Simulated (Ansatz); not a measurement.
Cu8Te, relaxed as a singlet with RKS r2SCAN-D4/def2-SVP in Ansatz, starting from the GFN1-xTB geometry. Force threshold 0.03 eV/Å.

In the def2 sets Te takes a core potential; there is no spin–orbit coupling. The structure comes from a short search, and lower isomers may exist.

Start:

```xyz
9

Cu    1.9224   -0.2849   -0.1901
Cu   -1.2017    1.4740   -0.1503
Cu    0.0097    0.2489   -1.9368
Cu    0.6298    0.9691    1.5208
Cu    1.1796    1.9469   -0.6990
Cu   -1.5940   -0.9470   -0.4629
Cu    0.5470   -1.9800   -1.2011
Cu    0.2403   -1.4582    1.2060
Te   -1.7332    0.0312    1.9134
```

Q: Estimate the energy that the relaxation releases and the steps that it takes.

A: 0.35 eV, in 4 steps; 89 s on 4 threads of Arm Neoverse V1 on a shared host. No frequencies were taken in this run, so the end may be a saddle point.

Q: Does the start keep its bonding and symmetry?

A: By distances, no bond broke or formed. The bond that changes most is Cu1–Cu3, from 2.64 to 2.46 Å (atoms count from 1). Point group C2v at the start, C2v at the end, both within 0.05 Å.

Q: Predict the relaxed structure.

A: 
```xyz
9

Cu    1.826   -0.265   -0.222
Cu   -1.117    1.415   -0.150
Cu    0.048    0.230   -1.844
Cu    0.609    0.936    1.424
Cu    1.162    1.956   -0.678
Cu   -1.492   -0.919   -0.450
Cu    0.528   -1.988   -1.185
Cu    0.233   -1.399    1.124
Te   -1.798    0.034    1.982
```
Bond lengths (bridged metal pairs left out): 13 × Cu–Cu 2.36 to 2.46 Å; 4 × Cu–Te 2.63 Å.
